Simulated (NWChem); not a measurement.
System: C₃H₇NSi; SMILES NCC#C[SiH3]

Input file for NWChem:

```
start job
memory heap 200 mb stack 900 mb global 1100 mb
geometry units angstroms noautoz
  N      0.618464     2.857660    -0.220530
  C     -0.537689     2.068721     0.160500
  C     -0.359635     0.612778     0.120887
  C     -0.163983    -0.591032     0.072582
  Si     0.116134    -2.396042     0.004915
  H      0.908746     2.612270    -1.165380
  H      1.406722     2.630292     0.382944
  H     -0.850481     2.358398     1.178469
  H     -1.386811     2.338125    -0.490982
  H     -0.029767    -2.988904     1.367472
  H     -0.874936    -3.034530    -0.911234
  H      1.493376    -2.676109    -0.500251
end
basis spherical
  N library def2-svpd
  C library def2-svpd
  Si library def2-svpd
  H library def2-svpd
end
dft
  xc xpbe96 cpbe96
  iterations 150
  mulliken
end
task dft energy
```

Excerpt of the output:

```
             Northwest Computational Chemistry Package (NWChem) 7.3.0
             --------------------------------------------------------

 C1  symmetry detected

                             Geometry "geometry" -> ""
                             -------------------------

 Output coordinates in angstroms (scale by  1.889725989 to convert to a.u.)

  No.       Tag          Charge          X              Y              Z
 ---- ---------------- ---------- -------------- -------------- --------------
    1 N                    7.0000     0.62930075     2.85824761     0.00003818
    2 C                    6.0000    -0.58100300     2.05858319     0.00012254
    3 C                    6.0000    -0.38657091     0.60419722    -0.00006006
    4 C                    6.0000    -0.17494338    -0.59787822    -0.00020832
    5 Si                  14.0000     0.12830643    -2.40041669     0.00005293
    6 H                    1.0000     1.19664907     2.62727125    -0.81358779
    7 H                    1.0000     1.19733139     2.62640615     0.81294560
    8 H                    1.0000    -1.19252280     2.33272822     0.87699226
    9 H                    1.0000    -1.19267682     2.33282287    -0.87661187
   10 H                    1.0000    -0.42188996    -3.01264987     1.24576096
   11 H                    1.0000    -0.52963293    -3.03101831    -1.18260216
   12 H                    1.0000     1.59645059    -2.66687300    -0.06303019

 Effective nuclear repulsion energy (a.u.)     187.1952520821

  pbe96 is a nonlocal functional; adding pw91lda local functional.

                                 NWChem DFT Module
                                 -----------------

 Summary of "ao basis" -> "ao basis" (spherical)
 ------------------------------------------------------------------------------
       Tag                 Description            Shells   Functions and Types
 ---------------- ------------------------------  ------  ---------------------
 N                         def2-svpd                 8       20   4s2p2d
 C                         def2-svpd                 8       20   4s2p2d
 Si                        def2-svpd                10       24   5s3p2d
 H                         def2-svpd                 4        8   2s2p

            General Information
            -------------------
          SCF calculation type: DFT
          Wavefunction type:  closed shell.
          No. of atoms     :    12
          No. of electrons :    46
           Alpha electrons :    23
            Beta electrons :    23
          Charge           :     0
          Spin multiplicity:     1
          Use of symmetry is: off; symmetry adaption is: off
          Maximum number of iterations: 150
          AO basis - number of functions:   160
                     number of shells:    70
          Convergence on energy requested:  1.00D-06
          Convergence on density requested:  1.00D-05
          Convergence on gradient requested:  5.00D-04

              XC Information
              --------------
          PerdewBurkeErnzerhof Exchange Functional  1.000
            Perdew 1991 LDA Correlation Functional  1.000 local
           PerdewBurkeErnz. Correlation Functional  1.000 non-local

             Grid Information
             ----------------
          Grid used for XC integration:  medium
          Radial quadrature: Mura-Knowles
          Angular quadrature: Lebedev.
          Tag              B.-S. Rad. Rad. Pts. Rad. Cut. Ang. Pts.
          ---              ---------- --------- --------- ---------
          N                   0.65       49          15.0       434
          C                   0.70       49          14.0       434
          Si                  1.10       88          13.0       590
          H                   0.35       45          15.0       434
          Grid pruning is: on
          Number of quadrature shells:   599
          Spatial weights used:  Erf1

      Superposition of Atomic Density Guess
      -------------------------------------

 Sum of atomic energies:        -459.35352304

      Non-variational initial energy
      ------------------------------

 Total energy =    -462.026882
 1-e energy   =   -1000.028566
 2-e energy   =     350.806432
 HOMO         =      -0.320471
 LUMO         =       0.008105

     ---------------------------------------------
      Total Density - Mulliken Population Analysis
     ---------------------------------------------

    Atom       Charge   Shell Charges
 -----------   ------   -------------------------------------------------------
    1 N    7     7.51   1.99  1.05  0.37  0.06  2.47  1.50  0.01  0.04
    2 C    6     5.54   1.99  0.95 -0.32  0.10  1.88  0.97  0.05 -0.08
    3 C    6     5.90   1.99  1.02  0.36  0.04  1.87  0.66  0.04 -0.07
    4 C    6     6.39   1.99  1.04  0.43 -0.28  2.01  1.25  0.03 -0.07
    5 Si  14    14.42   2.00  1.99  1.02  0.64 -0.02  5.93  1.12  1.47  0.15  0.11
    6 H    1     0.85   0.64  0.15  0.04  0.02
    7 H    1     0.85   0.64  0.15  0.04  0.02
    8 H    1     0.95   0.69  0.17  0.02  0.06
    9 H    1     0.95   0.69  0.17  0.02  0.06
   10 H    1     0.88   0.70  0.19  0.01 -0.02
   11 H    1     0.88   0.70  0.19  0.01 -0.02
   12 H    1     0.88   0.70  0.19  0.01 -0.02

   convergence    iter        energy       DeltaE   RMS-Dens  Diis-err
 ---------------- ----- ----------------- --------- --------- ---------
 d= 0,ls=0.0,diis     1   -462.0571803679 -6.49D+02  2.77D-02  5.76D-01
 d= 0,ls=0.0,diis     2   -462.0519480950  5.23D-03  1.33D-02  5.73D-01
 d= 0,ls=0.0,diis     3   -462.0750237272 -2.31D-02  4.74D-03  3.56D-01
 d= 0,ls=0.0,diis     4   -462.1081823865 -3.32D-02  2.45D-03  9.61D-02
 d= 0,ls=0.0,diis     5   -462.1207936086 -1.26D-02  7.73D-04  1.73D-03
  Resetting Diis
 d= 0,ls=0.0,diis     6   -462.1209639343 -1.70D-04  1.93D-04  3.14D-04
 d= 0,ls=0.0,diis     7   -462.1210002824 -3.63D-05  1.12D-04  1.55D-05
 d= 0,ls=0.0,diis     8   -462.1209966094  3.67D-06  6.17D-05  4.21D-05
 d= 0,ls=0.0,diis     9   -462.1210021447 -5.54D-06  1.50D-05  3.82D-06
 d= 0,ls=0.0,diis    10   -462.1210025668 -4.22D-07  5.79D-06  4.42D-07

         Total DFT energy =     -462.121002566813
      One electron energy =    -1004.327644809775
           Coulomb energy =      401.201779118303
    Exchange-Corr. energy =      -46.190388957395
 Nuclear repulsion energy =      187.195252082055

 Numeric. integr. density =       46.000019298175

                       DFT Final Molecular Orbital Analysis
                       ------------------------------------

 Vector   21  Occ=2.000000D+00  E=-2.551419D-01
              MO Center= -1.4D-01,  2.2D-01, -8.3D-03, r^2= 3.9D+00
   Bfn.  Coefficient  Atom+Function         Bfn.  Coefficient  Atom+Function
  ----- ------------  ---------------      ----- ------------  ---------------
    45      0.382931   3 C  px               65      0.336799   4 C  px
    68      0.174264   4 C  px               48      0.154276   3 C  px
   153     -0.143933  12 H  s                 3     -0.138411   1 N  s
     5     -0.133082   1 N  px               63      0.132876   4 C  s
     2     -0.124975   1 N  s                 6      0.124663   1 N  py

 Vector   22  Occ=2.000000D+00  E=-2.429316D-01
              MO Center= -3.3D-01, -1.4D-01,  7.9D-03, r^2= 3.1D+00
   Bfn.  Coefficient  Atom+Function         Bfn.  Coefficient  Atom+Function
  ----- ------------  ---------------      ----- ------------  ---------------
    67      0.401364   4 C  pz               47      0.380567   3 C  pz
    70      0.234369   4 C  pz               50      0.174841   3 C  pz
   121     -0.139229   8 H  s               129      0.139191   9 H  s
    27     -0.133479   2 C  pz              137     -0.132531  10 H  s
   145      0.125756  11 H  s               122     -0.104300   8 H  s

 Vector   23  Occ=2.000000D+00  E=-2.189060D-01
              MO Center=  4.3D-01,  2.4D+00, -1.0D-03, r^2= 2.9D+00
   Bfn.  Coefficient  Atom+Function         Bfn.  Coefficient  Atom+Function
  ----- ------------  ---------------      ----- ------------  ---------------
     4      0.625910   1 N  s                 6     -0.509039   1 N  py
    44     -0.451722   3 C  s                63      0.377215   4 C  s
     9      0.307680   1 N  py               64      0.287574   4 C  s
   106     -0.254403   6 H  s               114     -0.254995   7 H  s
    49      0.229351   3 C  py                3      0.209429   1 N  s

 Vector   24  Occ=0.000000D+00  E=-3.819154D-02
              MO Center= -7.7D-02, -1.4D-01, -1.2D-03, r^2= 5.7D+00
   Bfn.  Coefficient  Atom+Function         Bfn.  Coefficient  Atom+Function
  ----- ------------  ---------------      ----- ------------  ---------------
    64      0.818239   4 C  s                44     -0.811886   3 C  s
     4      0.774578   1 N  s                24      0.659839   2 C  s
    63      0.579390   4 C  s                84     -0.532618   5 Si s
    68     -0.470610   4 C  px               43     -0.419155   3 C  s
    49      0.385224   3 C  py               45      0.365671   3 C  px

 Vector   25  Occ=0.000000D+00  E=-3.031741D-02
              MO Center= -2.0D-01, -5.5D-01, -7.2D-04, r^2= 4.8D+00
   Bfn.  Coefficient  Atom+Function         Bfn.  Coefficient  Atom+Function
  ----- ------------  ---------------      ----- ------------  ---------------
    50      0.436615   3 C  pz               47      0.406832   3 C  pz
    70     -0.408522   4 C  pz               67     -0.283302   4 C  pz
    94     -0.236880   5 Si pz              101     -0.178542   5 Si d -1
    91     -0.146478   5 Si pz              137      0.143346  10 H  s
   138      0.142450  10 H  s                96     -0.140084   5 Si d -1

 Vector   26  Occ=0.000000D+00  E=-8.033235D-03
              MO Center=  7.3D-02, -3.7D-01,  1.2D-03, r^2= 1.1D+01
   Bfn.  Coefficient  Atom+Function         Bfn.  Coefficient  Atom+Function
  ----- ------------  ---------------      ----- ------------  ---------------
    84      3.119069   5 Si s                64     -1.966258   4 C  s
    85     -1.541814   5 Si s                24     -1.423751   2 C  s
    43      1.142606   3 C  s                49     -0.744286   3 C  py
   122      0.730938   8 H  s               130      0.728463   9 H  s
     4     -0.582003   1 N  s                23      0.581623   2 C  s

     ---------------------------------------------
      Total Density - Mulliken Population Analysis
     ---------------------------------------------

    Atom       Charge   Shell Charges
 -----------   ------   -------------------------------------------------------
    1 N    7     7.22   1.99  1.03  0.33  0.24  2.44  1.13  0.02  0.04
    2 C    6     5.51   1.98  0.94 -0.48  0.12  2.14  0.71  0.05  0.05
    3 C    6     5.92   1.98  0.97  0.47  0.05  2.03  0.35  0.03  0.03
    4 C    6     6.02   1.98  0.96  0.59 -0.34  2.04  0.90  0.02 -0.13
    5 Si  14    14.89   2.00  1.98  1.13  0.70 -0.01  5.92  1.35  1.49  0.19  0.14
    6 H    1     0.95   0.75  0.14  0.04  0.01
    7 H    1     0.95   0.75  0.14  0.04  0.01
    8 H    1     1.09   0.76  0.26  0.02  0.05
    9 H    1     1.09   0.76  0.26  0.02  0.05
   10 H    1     0.79   0.74  0.06  0.01 -0.03
   11 H    1     0.79   0.74  0.06  0.01 -0.03
   12 H    1     0.79   0.74  0.07  0.01 -0.03

     -------------------------------------------
      Total Density - Lowdin Population Analysis
     -------------------------------------------

    Atom       Charge   Shell Charges
 -----------   ------   -------------------------------------------------------
    1 N    7     6.87   1.97  0.63  0.28  0.14  2.18  1.33  0.03  0.31
    2 C    6     6.09   1.96  0.44  0.18  0.11  1.81  0.86  0.12  0.61
    3 C    6     6.09   1.97  0.54  0.21  0.11  1.78  0.90  0.06  0.51
    4 C    6     6.21   1.97  0.57  0.26  0.13  1.81  1.03  0.04  0.39
    5 Si  14    13.39   2.00  1.91  0.45  0.22  0.15  5.81  1.26  1.01  0.28  0.30
    6 H    1     1.03   0.53  0.14  0.11  0.25
    7 H    1     1.03   0.53  0.14  0.11  0.25
    8 H    1     0.97   0.55  0.17  0.05  0.20
    9 H    1     0.97   0.55  0.17  0.05  0.20
   10 H    1     1.12   0.60  0.33  0.02  0.17
   11 H    1     1.12   0.60  0.33  0.02  0.17
   12 H    1     1.12   0.60  0.33  0.02  0.17

     Multipole analysis of the density
     ---------------------------------

     L   x y z        total         alpha         beta         nuclear
     -   - - -        -----         -----         ----         -------
     0   0 0 0     -0.000000    -23.000000    -23.000000     46.000000

     1   1 0 0      0.114013      0.057006      0.057006      0.000000
     1   0 1 0      0.065488      0.032744      0.032744      0.000000
     1   0 0 1     -0.000284     -0.000142     -0.000142      0.000000

     2   2 0 0    -28.250509    -40.596784    -40.596784     52.943060
     2   1 1 0     -0.234388      0.468058      0.468058     -1.170504
     2   1 0 1      0.000137      0.000411      0.000411     -0.000685
     2   0 2 0    -32.173543   -404.754831   -404.754831    777.336118
     2   0 1 1     -0.002333      0.000650      0.000650     -0.003632
     2   0 0 2    -28.606045    -24.685554    -24.685554     20.765064
```

Level: PBE/def2-SVPD. Geometry: optimised at PBE0/def2-SVP. Not confirmed as a minimum by frequencies.
